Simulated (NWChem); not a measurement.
System: ZnH₂; SMILES [ZnH2]

```xyz
3

Zn     0.0000     0.0000     0.0000
H      0.0000     0.0000    -1.5501
H      0.0000     0.0000     1.5501
```
Atoms are numbered in this order, from 1.

Program: NWChem. Pople sets run with spherical d functions. Structure relaxed at the PBE0/def2-SVP level. GIAO values for the isolated, static molecule; σ is the absolute isotropic shielding, δ = σ(reference) − σ with the isolated reference molecule computed at the same levels (1H: tetramethylsilane).

| level | σ Zn1 (ppm) | δ H2 (ppm) |
|---|---|---|
| BHandHLYP/pcSseg-1 | ? | ? |
| Hartree-Fock/6-31G* | 1990.3 | 4.70 |
| PBE0/pcSseg-1 | 1673.5 | 4.31 |
| B3LYP/6-31G* | 1859.0 | 4.78 |
| LDA (Slater exchange, VWN5)/pcSseg-1 | 1556.5 | 4.84 |

What belongs in the gaps?


- BHandHLYP/pcSseg-1, σ Zn1 (ppm): 1712.1
- BHandHLYP/pcSseg-1, δ H2 (ppm): 4.15
